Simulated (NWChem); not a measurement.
System: KI cation, doublet; SMILES of the neutral closed-shell parent [K][I]

All runs: NWChem. Spin-unrestricted. The state is orbitally degenerate and is run as one real component. This spin state was assumed; another may lie lower. No stability test was run on the SCF state. def2 effective core potentials on I; no spin-orbit coupling. The level has its own optimisation; frequencies are unscaled.

Problem. Predict the results for PBE/def2-SVP. Quantities: r I–K (Å); highest harmonic frequency (cm⁻¹); zero-point energy (kcal/mol).

Solution. 
* **r I–K (Å)**: 3.757
* **highest harmonic frequency (cm⁻¹)**: 63
* **zero-point energy (kcal/mol)**: 0.1
